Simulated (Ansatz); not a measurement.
C$_{4}$H$_{5}$ (SMILES C1=CC[CH-]1), charge -1, singlet, geometry from GFN2-xTB (a gas-phase anion, which may not be bound at this level); BLYP/6-31G* run with Ansatz (a program for electronic structure).

Here is a job for Ansatz.
Ansatz 0.2 input:
```yaml
crystal:
  periodic: [false, false, false]
  atoms:
    - {symbol: C, position_ang: [-0.00335947, -0.71313637, 0.73014498]}
    - {symbol: C, position_ang: [0.05807930, 0.67991703, 0.79159473]}
    - {symbol: C, position_ang: [-0.05867858, -0.80712934, -0.66134835]}
    - {symbol: C, position_ang: [0.00338121, 0.71775244, -0.73487114]}
    - {symbol: H, position_ang: [-0.00697050, -1.47967539, 1.51496629]}
    - {symbol: H, position_ang: [-0.48704778, 1.36116449, 1.45853372]}
    - {symbol: H, position_ang: [0.48642934, -1.49244489, -1.32412223]}
    - {symbol: H, position_ang: [0.89376966, 1.13784104, -1.23176299]}
    - {symbol: H, position_ang: [-0.88271553, 1.20869220, -1.17073608]}
basis:
  gaussian:
    orbitals: 6-31G*
hamiltonian:
  xc: blyp
total_charge: -1
```

What the program printed (banner, timings and long lists left out):

```
Functional definition: BLYP
876 factors; their error is unknown
mean field evaluation 1: about -4219.6365 eV, gradient 3.7e1 eV
mean field evaluation 2: about -4213.8945 eV, gradient 6.0e1 eV
mean field evaluation 4: about -4223.4029 eV, gradient 1.9e0 eV
mean field evaluation 8: about -4223.4094 eV, gradient 4.3e-2 eV
mean field evaluation 16: about -4223.3242 eV, gradient 2.4e-5 eV
mean field -4223.32421953 eV, -155.2043023958 hartree, gradient 2.4e-5 eV, S^2 0.000000; 0 other end points of the search recorded, 0 dependent functions left out
reference -4223.32453114 eV, -155.2043138471 hartree; 15, 15 occupied and 55, 55 virtual orbitals, 876 factors
Total energy: -4223.32453114 eV, -155.2043138471 hartree
```
